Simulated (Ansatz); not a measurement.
Cl$_{4}$Se, singlet, at a GFN2-xTB geometry; PBE/aug-cc-pVDZ in Ansatz (a first-principles code).

The Ansatz input:
Ansatz 0.2 input:
```yaml
crystal:
  periodic: [false, false, false]
  atoms:
    - {symbol: Se, position_ang: [-0.00300693, 0.00470149, 0.44248318]}
    - {symbol: Cl, position_ang: [1.06172155, -1.32656609, -0.82096840]}
    - {symbol: Cl, position_ang: [1.81230429, 1.45883554, 0.39654014]}
    - {symbol: Cl, position_ang: [-1.05027581, 1.30867012, -0.86332068]}
    - {symbol: Cl, position_ang: [-1.81773616, -1.45034255, 0.40278258]}
basis:
  gaussian:
    orbitals: aug-cc-pVDZ
hamiltonian:
  xc: pbe
```

Output, abridged:

```
Functional definition: PBE
1747 factors; their error is unknown
mean field evaluation 1: about -115406.8992 eV, gradient 3.5e1 eV
mean field evaluation 2: about -115366.8986 eV, gradient 1.2e2 eV
mean field evaluation 4: about -115410.0442 eV, gradient 8.7e0 eV
mean field evaluation 8: about -115410.2811 eV, gradient 1.1e-1 eV
mean field evaluation 16: about -115410.2420 eV, gradient 8.9e-5 eV
mean field -115410.24200534 eV, -4241.2481658246 hartree, gradient 8.8e-5 eV, S^2 0.000000; 0 other end points of the search recorded, 0 dependent functions left out
reference -115410.24206995 eV, -4241.2481681990 hartree; 51, 51 occupied and 93, 93 virtual orbitals, 1747 factors
Total energy: -115410.24206995 eV, -4241.2481681990 hartree
```
